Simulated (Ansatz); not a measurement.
Gas-phase electronic energies from Ansatz, PBE0-D4/def2-TZVP geometries. CCSD(T)/CBS is the MP2 limit (def2-TZVPP, def2-QZVPP) plus CCSD(T) − MP2 in def2-TZVPP, frozen cores. This one scheme is used for every species. DFT in def2-TZVPP. B3LYP here is the variant with VWN-RPA as its local correlation; programs differ in this. One conformer a species, not always the lowest.

Reaction (ligand exchange at the Al–C bond): `COB(F)[CH2][AlH2]` + CH₃SH → `C[S][AlH2]` + `COB(C)F`

`COB(F)[CH2][AlH2]`:

Z-matrix (Å, degrees):
```
C
O 1 1.410
H 1 1.090 2 107.7
H 1 1.094 2 111.6 3 -119.2
H 1 1.094 2 111.2 3 118.9
B 2 1.353 1 122.0 3 174.9
C 6 1.550 2 126.3 1 -2.5
F 6 1.340 2 114.4 1 -179.4
Al 7 1.959 6 111.5 2 -88.4
H 7 1.093 6 110.6 2 152.3
H 7 1.096 6 111.7 2 29.6
H 9 1.585 7 120.9 6 -107.2
H 9 1.589 7 118.6 6 73.9
```

CH₃SH:

Cartesian coordinates in Å:
```
C -0.081 0.190 0.446
S 0.881 -0.665 -0.822
H -0.320 1.210 0.146
H 0.552 0.229 1.332
H -0.991 -0.355 0.693
H -0.042 -0.609 -1.795
```

`C[S][AlH2]`:

Z-matrix (Å, degrees):
```
C
S 1 1.822
H 1 1.090 2 111.6
H 1 1.089 2 108.7 3 120.6
H 1 1.089 2 108.7 3 -120.6
Al 2 2.168 1 102.5 3 -0.3
H 6 1.585 2 117.5 1 0.1
H 6 1.580 2 117.5 1 -179.9
```

`COB(C)F`:

Cartesian coordinates in Å:
```
C 0.753 0.879 1.157
O -0.598 0.521 0.985
B -1.053 -0.221 -0.045
C -0.185 -0.810 -1.211
F -2.368 -0.448 -0.023
H 0.837 1.968 1.142
H 1.094 0.517 2.129
H 1.396 0.463 0.378
H 0.340 -0.021 -1.759
H -0.800 -1.362 -1.922
H 0.586 -1.488 -0.833
```

Q: Is it downhill or uphill in electronic energy at CCSD(T)/CBS, and by how much? (Best estimate.)

A: The calculation gave: Downhill: ΔE = -1.01 eV.

Q: What do these levels give: PBE-D4, B3LYP-D4, ωB97M-V, r2SCAN, B3LYP, HF/def2-TZVPP, MP2/def2-TZVPP, SCS-MP2/def2-TZVPP, CCSD/def2-TZVPP, HF/def2-QZVPP, SCS-MP2/def2-QZVPP, CCSD/CBS(def2)? (Estimate.)

A: Computed: PBE-D4 -1.01, B3LYP-D4 -1.01, ωB97M-V -0.98, r2SCAN -1.03, B3LYP -1.03, HF/def2-TZVPP -1.06, MP2/def2-TZVPP -1.00, SCS-MP2/def2-TZVPP -1.00, CCSD/def2-TZVPP -0.98, HF/def2-QZVPP -1.05, SCS-MP2/def2-QZVPP -1.01, CCSD/CBS(def2) -1.01 eV.

Largest T1 diagnostic among the species: 0.012.

In def2-TZVPP, CCSD(T) changes the Hartree–Fock value by +0.07 eV (the triples alone add −0.00 eV) and MP2 by +0.05 eV.
